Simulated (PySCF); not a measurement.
Input for PySCF: R-B3LYP/LANL2DZ on H2SeTe (SMILES [SeH][TeH]), a point of a torsion scan.

```python
from pyscf import gto, scf, dft, mp
from pyscf.data.elements import chemcore

mol = gto.M(
    atom='''
    Se   -1.14346012    0.51911758    0.53440644
    Te    1.11654575    0.74614755   -0.46270006
    H    -1.64518460   -0.57863097   -0.26603810
    H     1.78619114   -0.31631377    0.60086139
    ''',
    basis='lanl2dz',
    ecp={'Se': 'lanl2dz', 'Te': 'lanl2dz'},
    charge=0, spin=0, verbose=3, max_memory=1800)
mf = dft.RKS(mol, xc='b3lyp')
mf.conv_tol = 1e-8
mf.max_cycle = 100
mf.kernel()
if not mf.converged:
    mf = mf.newton().run(mf.mo_coeff, mf.mo_occ)
```

Program output:

```
converged SCF energy = -18.4552338718569
```

Self-consistency was reached.

Cost: about 1.8 core-seconds (a rough figure).
